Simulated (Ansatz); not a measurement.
## Errors in the atomisation enthalpy at 298 K

8 molecules holding Si, Ge, B, Al, Ga, P or As; the atomisation enthalpy at 298 K in kJ/mol, computed less measured. Shapes, held fixed at every level: PBE0-D4/def2-TZVP. Thermal terms are harmonic and unscaled (PBE0-D4/def2-TZVP); the spin-orbit lowering of the free atoms is taken from their spectra. Programs: Ansatz 0.2.0. Measured values: CRC Handbook of Chemistry and Physics, NIST-JANAF tables.

Levels: A = MP2/def2-SVP; B = CCSD(T)/def2-SVP; C = CCSD/def2-TZVPP.

| molecule | from tabulated heats | A | B | C |
| --- | --- | --- | --- | --- |
| AsF3 (arsenic trifluoride) | 1326 | -88 | -167 | -83 |
| BBrCl2 (bromodichloroborane) | 1262 | +6 | -64 | -80 |
| BF3 (boron trifluoride) | 1944 | +32 | -77 | -83 |
| SiHBr3 (SMILES Br[SiH](Br)Br) | 1205 | +13 | -36 | +26 |
| GeCl4 (germanium tetrachloride) | 1353 | -61 | -129 | -68 |
| GeH4 (germane) | 1153 | -76 | -39 | +10 |
| SiH4 (silane) | 1288 | -100 | -65 | -17 |
| Si(SiF3)F3 (hexafluorodisilane) | 3760 | -240 | -441 | -219 |

Q: Sum up the errors.

A: 
```csv
level,kind,mean error,mean absolute error,worst case
MP2/def2-SVP,perturbation theory,-64.2,77.0,Si(SiF3)F3
CCSD(T)/def2-SVP,coupled cluster or CI,-127.2,127.2,Si(SiF3)F3
CCSD/def2-TZVPP,coupled cluster or CI,-64.2,73.2,Si(SiF3)F3
```

On this set CCSD/def2-TZVPP has the smallest mean absolute error and CCSD(T)/def2-SVP the largest. CCSD(T)/def2-SVP is too low in 8 of 8; CCSD/def2-TZVPP is too low in 6 of 8. All levels miss Si(SiF3)F3 on one side, which points to its shape or to the tabulated value. The heats of GeCl4, Si(SiF3)F3 come from older tables and can be uncertain by 10 kJ/mol or more. The molecules' own spin-orbit binding is left out, so errors for heavy halides read too negative. The tabulated values of AsF3, BBrCl2, BF3, SiHBr3 are in doubt (older tables, estimates, or at odds with other calculations) and kept here. Over the 4 molecules whose values aren't doubted the mean absolute errors are A 119.2; B 168.5; C 78.5. The smallest two are near a tie. For CCSD(T)/def2-SVP and CCSD/def2-TZVPP the error grows with the size of the molecule. Correlated wave functions converge slowly with the basis. CCSD also lacks the triples, which bind further. Relativity is left out for As, Br, Ge. Outer-core shells of As, Br, Ge are correlated in most correlated rows, in sets that cover them unevenly. The set is small.
